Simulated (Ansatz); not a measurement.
Ideal-gas functions of FGeH4In, SMILES `[F][InH][GeH3]` at 800 K and 1 bar, from an Ansatz frequency run at PBE0-D4/def2-TZVP.

Molar mass 210.46 g/mol, point group C1 (symmetry number 1), electronic degeneracy 1, moments of inertia 58.311, 378.051, 430.094 u Å². Harmonic wavenumbers (cm⁻¹, unscaled): 16, 88, 216, 323, 423, 447, 495, 572, 775, 879, 882, 1837, 2142, 2152, 2165.

Use S(trans) = R[1.5 ln M + 2.5 ln T − 1.1517]; rotational temperatures θ = 24.2544 K / I; S(rot) = R[ln(√π/σ · √(T³/θAθBθC)) + 1.5]; for each mode x = 1.438777 ν̃/T, S = R[x/(eˣ − 1) − ln(1 − e⁻ˣ)] and H = RT x/(eˣ − 1); 1 cm⁻¹ = 0.0119627 kJ/mol; R = 8.31446 J/(mol·K).

**Question.** By hand: the entropy, in J/(mol·K).

**Answer.** Translation 196.1. Rotation: θ = 0.4159, 0.0642, 0.0564 K, giving 127.6. Vibration, mode by mode: 37.82, 23.65, 16.23, 12.95, 10.79, 10.35, 9.55, 8.44, 6.20, 5.32, 5.30, 1.36, 0.87, 0.86, 0.84, in all 150.5. Electronic 0.0. Sum 474.2 J/(mol·K).

**Question.** By hand: H − E and G − E in kJ/mol, counted from the electronic energy.

**Answer.** Zero-point energy ½ × 13412 × 0.0119627 = 80.2; thermal vibration 50.7; translation, rotation and pV give 4 RT = 26.6. H − E = 157.5 kJ/mol, and G − E = 157.5 − 800 × 474.2/1000 = -221.9 kJ/mol.

Vibration gives 32 % of the entropy, 61.5 J/(mol·K) of it from the modes under 150 cm⁻¹: soft modes count most, and the harmonic formula is weakest for them. The sum counts one conformer and one mirror image; others add a mixing term.
